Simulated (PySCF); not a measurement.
How methods differ on the excitation energy of Cs

Cs [Xe] 6s1 (2S) → Cs [Xe] 6p1 (2P), as a difference of total energies. Computed with PySCF 2.14 in aug-cc-pwCVTZ-X2C with one added diffuse shell each of s, p, d, f type (12s11p9d5f, 125 functions), with the spin-free X2C one-electron Hamiltonian (Gaussian nucleus). Correlated levels: valence and next inner shell: [Kr] 4d10 frozen. The calculations carry no spin-orbit coupling.

```tsv
method	excitation energy (eV)	error (eV)
UHF	1.181	-0.251
LDA	1.383	-0.049
PBE	1.219	-0.213
PBE0	1.218	-0.214
r2SCAN	1.169	-0.263
M06	1.113	-0.319
revPBE	1.141	-0.291
BLYP	1.291	-0.141
MP2 (valence and next inner shell)	1.399	-0.033
SCS-MP2 (valence and next inner shell)	1.354	-0.078
```

Reference: 1.432 eV (measured; NIST levels, between the centres of gravity of the two terms).

Errors of the correlated levels include the incompleteness of this basis and the frozen core.
